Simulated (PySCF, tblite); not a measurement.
Isomers of C3H8NOSi2 (doublet state). Computed with GFN2-xTB (tblite): harmonic, unscaled wavenumbers at the GFN2-xTB geometry, gas phase. This tight-binding method is rough: wavenumbers can miss measured ones by several per cent, in bad cases by 10 to 20. Modes of hydrogen on silicon can be 10 to 20 % off. One conformer each. Open shells enter through the occupations alone, without spin polarisation, and single modes of such species can be off by tens of per cent.

Electronic energies: B3LYP/pcH-1 single points on the GFN2-xTB geometries (PySCF, gas phase).

| SMILES | electronic energy, lowest = 0 (kcal/mol) |
| --- | --- |
| O=CN[SiH]1C[SiH]C1 | 17.1 |
| O=CN[Si]1C[SiH2]C1 | 16.4 |
| C=N[Si@H]1C[CH][SiH2]O1 | 0.0 |

Question: How do GFN2-xTB zero-point energies change the relative energies?

Answer: 
| SMILES | ZPE (kcal/mol) | of it from modes above 1550 cm⁻¹ | electronic (kcal/mol) | with ZPE, lowest = 0 (kcal/mol) | lowest mode (cm⁻¹) | rings |
| --- | --- | --- | --- | --- | --- | --- |
| C=N[Si@H]1C[CH][SiH2]O1 | 62.6 | 33.3 | 0.0 | 0.0 | 19 | 1 |
| O=CN[Si]1C[SiH2]C1 | 65.3 | 35.0 | 16.4 | 19.1 | 44 | 1 |
| O=CN[SiH]1C[SiH]C1 | 65.3 | 34.8 | 17.1 | 19.9 | 83 | 1 |

The zero-point energies span 2.7 kcal/mol, from `C=N[Si@H]1C[CH][SiH2]O1` to `O=CN[SiH]1C[SiH]C1`. The order is unchanged.

Question: And how do the electronic energies of GFN2-xTB itself compare?

Answer: `C=N[Si@H]1C[CH][SiH2]O1` 0.0; `O=CN[Si]1C[SiH2]C1` 45.4; `O=CN[SiH]1C[SiH]C1` 46.7 kcal/mol, lowest = 0. Against the energies above, taken from the same isomer `C=N[Si@H]1C[CH][SiH2]O1`, the largest difference is 29.6 kcal/mol.
